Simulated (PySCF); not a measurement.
**Telling isomers of C4H4F2O2 apart by NMR**

All values are calculated (PySCF 2.14.0 with density-fitted response routines): NMR shieldings at PBE0/pcSseg-1/GIAO, GFN2-xTB structure. A single conformation, non-relativistic, one averaged value for each set of equivalent atoms, isolated molecule.

Referencing at the same level of theory: TMS for 1H (σref 31.72) and 13C (σref 186.93). Splittings of carbon signals by F and P are missing where no couplings were computed. Where no couplings were computed, multiplicities follow the n + 1 count of equivalent neighbours, and m marks all less simple cases (inequivalent or close neighbours, rings, F or P nearby). Shifts are as computed. Against solution values, carbons near 30 ppm lie about +3 ppm off and those near 130 ppm about +5 ppm. Of 1309 compounds with measured shifts, 239 miss one by over three times the rms of a fit or turn the order of signals round; such compounds aren't used in these exercises.

(1) Tabulate the signals of `CC(F)(F)OC=C=O`, `O=C[C@@H](F)[C@@H]1O[C@H]1F` and their relative energies.

(2) What is the quickest way to tell CC(F)(F)OC=C=O from O=C[C@@H](F)[C@@H]1O[C@H]1F?

Results:

(1) 
```tsv
SMILES	carbon types	δC	δH	E rel. (kcal/mol)
CC(F)(F)OC=C=O	2×C 1×CH 1×CH3	234.7, 132.2, 79.1, 25.2	6.65 (m, 1H), 1.87 (m, 3H)	0.0
O=C[C@@H](F)[C@@H]1O[C@H]1F	4×CH	211.3, 99.9, 86.1, 58.3	10.33 (m, 1H), 5.91 (m, 1H), 4.52 (m, 1H), 3.27 (m, 1H)	12.3
```

Energies are electronic energies at PBE0/pcSseg-1 on these geometries, without zero-point or thermal terms, each for the one conformer computed, which needn't be the lowest.

(2) Both give the same number of carbon signals, but DEPT or the intensities differ. The first has a central carbon of a ketene (C) at 234.7 ppm, the second an aldehyde carbonyl carbon (CH) at 211.3 ppm. In the proton spectra the most deshielded non-exchanging signals are 6.65 (m, 1H) and 10.33 (m, 1H).
